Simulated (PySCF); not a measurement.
PySCF job for C₄H₇FO₂, SMILES O[C@@H]1C[C@@H](O)C1F, PBE-D3(BJ)/def2-SVP. Geometry: PBE-D3(BJ)/def2-SVP. The structure was generated by enumeration; whether it is a known compound was not checked. One conformer was computed; it need not be the lowest.

```python
import numpy as np
from pyscf import gto, scf, dft, df
from pyscf.hessian import thermo

mol = gto.M(
    atom='''
    O    -1.58934883   -0.26900296    1.23317366
    C    -1.14277201   -0.51305856   -0.08562533
    C     0.08575496   -1.45216599   -0.07333522
    C     0.99584875   -0.20744406    0.05275487
    O     2.21894911   -0.27871768   -0.62848413
    C    -0.17480277    0.60403154   -0.54562979
    F    -0.44397029    1.86544923   -0.02557554
    H    -1.78220983    0.68887643    1.27627393
    H    -1.98214589   -0.77538589   -0.77097477
    H     0.24148657   -1.94581184   -1.05290920
    H     0.11861918   -2.20080497    0.73985447
    H     1.10333432    0.07157422    1.12594980
    H     2.75559168    0.49003350   -0.36387513
    H    -0.07991905    0.67606278   -1.65064250
    ''',
    basis='def2-SVP',
    charge=0,
    spin=0,
    max_memory=1600,
    verbose=3,
)
mf = dft.RKS(mol, xc='pbe').density_fit(auxbasis='def2-universal-jkfit')
mf.disp = 'd3bj'
mf.grids.level = 3
mf.conv_tol = 1e-11
mf.max_cycle = 100
mf.kernel()

# analytic Hessian; the response equations are solved on a coarser grid
h, args, fine = mf.Hessian(), (mf.mo_energy, mf.mo_coeff, mf.mo_occ), mf.grids
h.max_memory = max(150, 2.5e-5 * df.make_auxmol(mol, mf.with_df.auxbasis).nao * mol.nelec[0] * (mol.nelec[0] + mol.nao))  # MB; small integral blocks
h1ao = h.make_h1(mf.mo_coeff, mf.mo_occ)
mf.grids = dft.Grids(mol).set(level=1).build(with_non0tab=True)
mo1, mo_e1 = h.solve_mo1(*args, h1ao)
mf.grids = fine
hess = h.hess_elec(*args, mo1, mo_e1, h1ao) + h.hess_nuc()
if mf.do_disp():
    hess += h.get_dispersion()
for i in range(mol.natm):  # the analytic DFT Hessian lacks the response of the grid: restore translational invariance
    hess[i, i] -= hess[i].sum(axis=0)
hess = (hess + hess.transpose(1, 0, 3, 2)) / 2
vib = thermo.harmonic_analysis(mol, hess, imaginary_freq=False)
thermo.dump_normal_mode(mol, vib)
th = thermo.thermo(mf, vib['freq_au'][vib['freq_au'] > 0], 298.15, 101325)
thermo.dump_thermo(mol, th)
g0 = mf.nuc_grad_method().set(verbose=0).kernel()

# dipole derivatives [dipole axis, atom, xyz] from the same response
r, irp = mol.intor('int1e_r'), mol.intor('int1e_irp').reshape(3, 3, mol.nao, mol.nao)
sl, dm0, ok = mol.aoslice_by_atom(), np.array(mf.make_rdm1()), []
dmu = np.einsum('a,xt->xat', mol.atom_charges(), np.eye(3))
for a, (_, _, p0, p1) in enumerate(sl):
    dmu[:, a] += 2 * np.einsum('xtij,ij->xt', irp[:, :, :, p0:p1], dm0.reshape(-1, mol.nao, mol.nao).sum(0)[:, p0:p1])
    for u, c, occ, f in [(mo1, mf.mo_coeff, mf.mo_occ, 4)]:
        dmu[:, a] -= f * np.einsum('tui,xuv,vi->xt', u[a], r, c[:, occ > 0], optimize=True)
L = vib['norm_mode']
ir = 974.8801 * (np.einsum('xat,kat->kx', dmu, L) ** 2).sum(1)       # km/mol
apt = np.einsum('xax->a', dmu) / 3
print('mode   freq/cm-1   IR/(km/mol)')
for k, w in enumerate(vib['freq_wavenumber']):
    print(f'{k + 1:4d} {w:11.2f} {ir[k]:13.3f}')
print('max |gradient| / (hartree/bohr):', abs(g0).max())
print('APT charges:', apt.round(4))
```

It prints:

```
[...]
Normal mode                   x     y     z       x     y     z       x     y     z
       0   O                 0.00 -0.01 -0.05   -0.01  0.01  0.08   -0.01 -0.01 -0.00
       1   C                 0.04  0.02  0.10    0.07 -0.02 -0.11    0.04 -0.04  0.05
       2   C                -0.02  0.01 -0.03   -0.00  0.04  0.05    0.01  0.01 -0.02
       3   C                -0.14  0.01  0.06   -0.05  0.01  0.02    0.02  0.01  0.03
       4   O                 0.09 -0.02 -0.07    0.03  0.00 -0.03   -0.00 -0.02 -0.00
       5   C                -0.00 -0.02 -0.03   -0.05 -0.07 -0.03   -0.10  0.02 -0.05
       6   F                -0.00  0.01  0.02    0.00  0.03  0.02    0.01 -0.01  0.00
       7   H                -0.01 -0.02 -0.00    0.04  0.03 -0.10    0.06  0.01 -0.22
       8   H                 0.01 -0.03  0.16    0.19  0.20 -0.33   -0.08  0.47 -0.02
       9   H                 0.26  0.02  0.01   -0.20  0.09 -0.01   -0.22 -0.09 -0.01
      10   H                -0.04  0.12  0.07    0.11 -0.03 -0.02    0.04  0.05  0.01
      11   H                -0.26  0.01  0.07   -0.26 -0.27  0.11    0.37  0.14 -0.04
      12   H                -0.05  0.05  0.06    0.11 -0.03 -0.08   -0.27  0.10  0.22
      13   H                 0.23 -0.20 -0.02    0.06 -0.10 -0.02    0.33  0.06 -0.01
Mode                                21                  22                  23
Irrep
Freq [cm^-1]                     1203.0184           1211.8584           1254.5170
Reduced mass [au]                   1.4003              1.5337              1.5121
Force const [Dyne/A]                1.1940              1.3271              1.4022
Char temp [K]                    1730.8757           1743.5945           1804.9707
Normal mode                   x     y     z       x     y     z       x     y     z
       0   O                -0.00  0.01  0.03   -0.01  0.01  0.01    0.00  0.01  0.01
       1   C                 0.04  0.03 -0.05    0.06  0.03 -0.01   -0.04 -0.01 -0.03
       2   C                -0.08 -0.01 -0.06   -0.11 -0.03  0.01    0.05 -0.03 -0.00
       3   C                 0.01 -0.04  0.08    0.03  0.06 -0.06   -0.04  0.10  0.04
       4   O                 0.01 -0.01 -0.02   -0.02  0.00  0.03    0.02 -0.04 -0.03
       5   C                -0.01 -0.00  0.02   -0.05 -0.03 -0.03    0.08  0.03 -0.02
       6   F                 0.00 -0.00 -0.00    0.00  0.01  0.02   -0.01  0.00  0.01
       7   H                -0.02  0.00  0.09   -0.05 -0.01  0.12   -0.02 -0.00  0.11
       8   H                 0.18 -0.25 -0.12    0.11 -0.17  0.01    0.02 -0.12 -0.07
       9   H                -0.07 -0.12 -0.00    0.39  0.08  0.02   -0.24 -0.09 -0.02
      10   H                 0.46  0.15  0.06    0.21 -0.04 -0.01   -0.09 -0.08 -0.03
      11   H                 0.03  0.52 -0.06    0.42 -0.32 -0.01    0.21 -0.16  0.07
      12   H                -0.11  0.04  0.09   -0.04  0.01  0.02   -0.36  0.13  0.30
      13   H                -0.13  0.00  0.01    0.16 -0.23 -0.03   -0.29 -0.34 -0.08
Mode                                24                  25                  26
Irrep
Freq [cm^-1]                     1304.0968           1322.5761           1345.4249
Reduced mass [au]                   1.2678              1.4249              1.5366
Force const [Dyne/A]                1.2703              1.4685              1.6388
Char temp [K]                    1876.3050           1902.8926           1935.7669
Normal mode                   x     y     z       x     y     z       x     y     z
       0   O                 0.02  0.04 -0.02   -0.02  0.01 -0.01   -0.01  0.04 -0.02
       1   C                -0.03 -0.07  0.07    0.08 -0.01 -0.06    0.05 -0.12 -0.04
       2   C                -0.01  0.01 -0.03   -0.02 -0.01  0.01   -0.01  0.04  0.00
       3   C                 0.01  0.02  0.01    0.03  0.06  0.01    0.01 -0.05 -0.01
       4   O                -0.00 -0.01 -0.01    0.00 -0.02 -0.02   -0.01  0.01  0.01
       5   C                 0.00 -0.05 -0.02    0.00 -0.09  0.02   -0.00  0.07  0.01
       6   F                -0.00  0.01 -0.01    0.00  0.01 -0.01   -0.00 -0.00  0.01
       7   H                -0.14 -0.03  0.49   -0.08 -0.02  0.19   -0.15 -0.03  0.52
       8   H                 0.33  0.09 -0.44   -0.34  0.07  0.44   -0.19  0.25  0.12
       9   H                 0.10 -0.00 -0.01   -0.05  0.11 -0.06   -0.00 -0.04  0.05
      10   H                -0.11  0.07  0.03    0.07  0.08  0.08    0.01 -0.02 -0.06
      11   H                 0.01 -0.07  0.04   -0.14 -0.11  0.07   -0.07  0.11 -0.04
      12   H                -0.07  0.02  0.06   -0.19  0.06  0.16    0.09 -0.03 -0.08
      13   H                -0.01  0.40  0.01   -0.13  0.40  0.05    0.03 -0.42 -0.03
Mode                                27                  28                  29
Irrep
Freq [cm^-1]                     1370.7578           1410.2341           2941.4646
Reduced mass [au]                   1.2250              1.4770              1.0882
Force const [Dyne/A]                1.3561              1.7307              5.5472
Char temp [K]                    1972.2153           2029.0129           4232.1126
Normal mode                   x     y     z       x     y     z       x     y     z
       0   O                 0.00 -0.00 -0.01    0.00 -0.00  0.00   -0.00 -0.00  0.00
       1   C                -0.01  0.02  0.02   -0.03 -0.01  0.01    0.06  0.02  0.05
       2   C                -0.03  0.05  0.01   -0.01 -0.07  0.00   -0.00 -0.00 -0.00
       3   C                 0.09  0.04 -0.01    0.13  0.02 -0.01   -0.00  0.00  0.00
       4   O                -0.01 -0.02 -0.02   -0.02 -0.02 -0.01   -0.00 -0.00  0.00
       5   C                -0.03  0.01  0.01   -0.03  0.06  0.00    0.00 -0.00 -0.01
       6   F                 0.00 -0.00 -0.00    0.00 -0.01  0.00   -0.00 -0.00  0.00
       7   H                 0.02  0.00 -0.04    0.02  0.00 -0.04    0.00  0.01  0.00
       8   H                 0.03 -0.04 -0.01    0.05 -0.01 -0.10   -0.72 -0.22 -0.58
       9   H                 0.13 -0.44  0.27    0.02  0.38 -0.22   -0.00  0.02  0.05
      10   H                 0.07 -0.35 -0.34   -0.03  0.24  0.29   -0.00  0.02 -0.02
      11   H                -0.42 -0.03  0.08   -0.42 -0.00  0.06   -0.00 -0.01 -0.03
      12   H                -0.20  0.06  0.15   -0.18  0.05  0.14    0.00  0.00  0.00
      13   H                 0.10 -0.01  0.02    0.13 -0.22 -0.01   -0.00 -0.00  0.08
Mode                                30                  31                  32
Irrep
Freq [cm^-1]                     2958.7108           3002.8978           3017.2012
Reduced mass [au]                   1.0861              1.0853              1.0632
Force const [Dyne/A]                5.6018              5.7659              5.7027
Char temp [K]                    4256.9261           4320.5013           4341.0808
Normal mode                   x     y     z       x     y     z       x     y     z
       0   O                -0.00 -0.00 -0.00   -0.00 -0.00  0.00   -0.00  0.00  0.00
       1   C                -0.00 -0.00 -0.00   -0.00 -0.00 -0.00   -0.01 -0.00 -0.00
       2   C                 0.00 -0.00 -0.00   -0.00  0.02  0.01    0.01 -0.06 -0.02
       3   C                 0.01  0.02  0.08    0.00 -0.00 -0.01    0.00 -0.00 -0.00
       4   O                -0.00 -0.00  0.00   -0.00  0.00  0.00   -0.00  0.00  0.00
       5   C                 0.00  0.00 -0.01    0.01  0.01 -0.08    0.00  0.00 -0.02
       6   F                 0.00 -0.00 -0.00    0.00 -0.00  0.00    0.00 -0.00  0.00
       7   H                 0.00  0.00  0.00   -0.00  0.00  0.00   -0.00 -0.00  0.00
       8   H                 0.03  0.01  0.02    0.04  0.02  0.03    0.06  0.02  0.04
       9   H                -0.01  0.01  0.03    0.03 -0.10 -0.21   -0.10  0.32  0.66
      10   H                 0.00 -0.01  0.01    0.00 -0.10  0.12   -0.02  0.36 -0.42
      11   H                -0.11 -0.23 -0.91    0.01  0.02  0.08    0.01  0.01  0.05
      12   H                -0.00  0.01  0.00    0.00 -0.00 -0.00   -0.00 -0.00  0.00
      13   H                -0.01 -0.01  0.09   -0.07 -0.07  0.90   -0.02 -0.02  0.27
Mode                                33                  34                  35
Irrep
Freq [cm^-1]                     3091.7523           3656.1582           3712.6202
Reduced mass [au]                   1.1102              1.0659              1.0664
Force const [Dyne/A]                6.2524              8.3952              8.6606
Char temp [K]                    4448.3432           5260.3976           5341.6338
Normal mode                   x     y     z       x     y     z       x     y     z
       0   O                 0.00 -0.00 -0.00    0.01 -0.06 -0.00    0.00 -0.00  0.00
       1   C                 0.00  0.00  0.00    0.00 -0.00  0.00   -0.00 -0.00  0.00
       2   C                -0.00 -0.02  0.09   -0.00 -0.00 -0.00    0.00  0.00  0.00
       3   C                 0.00  0.00  0.00    0.00 -0.00 -0.00    0.00 -0.00 -0.00
       4   O                -0.00 -0.00 -0.00    0.00  0.00  0.00   -0.04 -0.05 -0.02
       5   C                -0.00  0.00  0.00   -0.00  0.00  0.00    0.00 -0.00 -0.00
       6   F                 0.00  0.00 -0.00    0.00 -0.00 -0.00    0.00 -0.00 -0.00
       7   H                -0.00  0.00 -0.00   -0.20  0.94  0.06   -0.00  0.00  0.00
       8   H                -0.01 -0.00 -0.01    0.00  0.00  0.01    0.00  0.00  0.00
       9   H                 0.08 -0.26 -0.49    0.00  0.00  0.00    0.00  0.00  0.00
      10   H                -0.02  0.51 -0.56   -0.00  0.00 -0.00   -0.00 -0.00  0.00
      11   H                -0.01 -0.01 -0.04    0.00  0.00  0.00    0.01  0.00  0.00
      12   H                 0.00  0.00  0.00   -0.00 -0.00 -0.00    0.54  0.76  0.26
      13   H                 0.00  0.00 -0.01    0.00 -0.00 -0.00   -0.00  0.00  0.00
temperature 298.1500 [K]
pressure 101325.00 [Pa]
Rotational constants [GHz] 3.77162 2.39735 1.69177
Symmetry number 1
Zero-point energy (ZPE) 0.10878 [Eh]   285609.341 [J/mol]
                           tot       elec      trans        rot        vib
Entropy [J/mol/K]       342.954      0.000    166.918    114.823     61.214
Cv [J/mol/K]            110.401      0.000     12.472     12.472     85.458
Cp [J/mol/K]            118.715      0.000     20.786     12.472     85.458
Internal energy [J/mol]                      3718.434   3718.434 296843.001
Internal energy [Eh]   -406.02038  -406.13627
Enthalpy [J/mol]                             6197.391   3718.434 296843.001
Enthalpy [Eh]          -406.01943
Gibbs free energy [J/mol]                  -43569.248 -30515.959 278592.156
Gibbs free energy [Eh] -406.05838
mode   freq/cm-1   IR/(km/mol)
   1      123.68         5.687
   2      215.26        22.699
   3      249.59         2.596
   4      266.19       107.299
   5      334.02        68.215
   6      350.32        14.632
   7      386.91        35.242
   8      469.36         4.325
   9      565.46        12.087
  10      724.41        13.948
  11      794.71         0.417
  12      874.48        13.869
  13      902.72         2.400
  14      942.20        48.522
  15      985.27         2.000
  16     1063.71        33.216
  17     1073.46        74.580
  18     1129.74         6.933
  19     1146.86        91.384
  20     1159.02        46.398
  21     1189.49         3.832
  22     1203.02         1.757
  23     1211.86        13.299
  24     1254.52        72.418
  25     1304.10        63.327
  26     1322.58         8.114
  27     1345.42         8.301
  28     1370.76         2.933
  29     1410.23        27.515
  30     2941.46        67.837
  31     2958.71        19.164
  32     3002.90        24.594
  33     3017.20        17.089
  34     3091.75         6.754
  35     3656.16        39.602
  36     3712.62        31.447
max |gradient| / (hartree/bohr): 0.00016748129113337308
APT charges: [-0.5634  0.4235 -0.0405  0.456  -0.5878  0.4519 -0.5061  0.2641 -0.0852
  0.0096  0.0072 -0.0479  0.248  -0.0293]
```

Self-consistency was reached.

Cost: around 2.3 core-minutes (rough).
